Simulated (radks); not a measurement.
Question: The mean radii <r> (bohr) of the occupied orbitals of an atom or ion are listed with their occupations. Calculated with a radial shooting solver on a logarithmic mesh with Libxc functionals: scalar-relativistic Kohn-Sham, r2SCAN, spin-polarised, spherical densities, finite nucleus; meta-GGA in the generalised Kohn-Sham scheme; Fermi nuclear charge, rms radius of each element as measured or else 0.836 A^(1/3) + 0.57 fm.

orbital  occ.      <r>
1s down     1  0.01835
1s up       1  0.01835
2s up       1  0.07756
2s down     1  0.07756
2p up       3  0.06944
2p down     3  0.06944
3s up       1   0.2008
3s down     1   0.2008
3p up       3   0.2012
3p down     3   0.2012
3d up       5   0.1824
3d down     5   0.1824
4s up       1   0.4496
4s down     1   0.4497
4p up       3   0.4778
4p down     3   0.4778
4d up       5   0.5114
4d down     5   0.5113
5s up       1    1.076
5s down     1    1.064
5p up       3    1.259
5p down     3    1.239
4f up       7   0.6099
4f down     7   0.6046
6s up       1    3.052
5d up       4    2.011
6s down     1    3.453

Name the element and its charge. Open shells, if any, are filled with parallel spins first.

Answer: Z = 74, tungsten, charge 0: W in [Xe] 4f14 5d4 6s2. The 1s radius gives Z: for a bare nucleus <r> = (2 gamma + 1)/(2Z) with gamma = sqrt(1 - (Z/c)^2), 0.01813 bohr for Z = 74, and screening makes it slightly larger (0.01835 here). The occupations add up to 74, and the charge is Z minus that.
